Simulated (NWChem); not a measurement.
System: InBr2Cl; SMILES [Cl][In]([Br])[Br]

```xyz
4

In     0.0000     0.0000    -0.3262
Cl     0.0000     0.0000    -2.6744
Br     2.1605     0.0000     0.8898
Br    -2.1605     0.0000     0.8898
```
Atoms are numbered in this order, from 1.

Level: PBE-D3(BJ)/def2-SVP with def2 effective core potentials on In (NWChem), optimised geometry, unscaled harmonic frequencies. This build's default masses of Se (78.918 u) and Br (79.917 u) are each other's, which moves their modes by up to 0.6 %. def2 effective core potentials on In; no spin-orbit coupling.

Question: List the harmonic frequencies with IR intensities, and the thermochemistry.

Answer: 
| frequency (cm⁻¹) | IR intensity (km/mol) |
|---|---|
| 61 | 2.5 |
| 79 | 5.5 |
| 79 | 6.3 |
| 218 | 3.7 |
| 277 | 42.5 |
| 369 | 44.7 |

```json
{
 "zero_point_energy": "1.5 kcal/mol",
 "thermal correction to the enthalpy at 298.15 K (with zero-point energy)": "6.2 kcal/mol",
 "heat capacity Cv": "16.9 cal/(mol K)",
 "entropy at 298.15 K and 1 atm (symmetry number 2)": "89.6 cal/(mol K)"
}
```

Rigid rotor and harmonic oscillator; modes under 100 cm⁻¹ make the entropy uncertain.
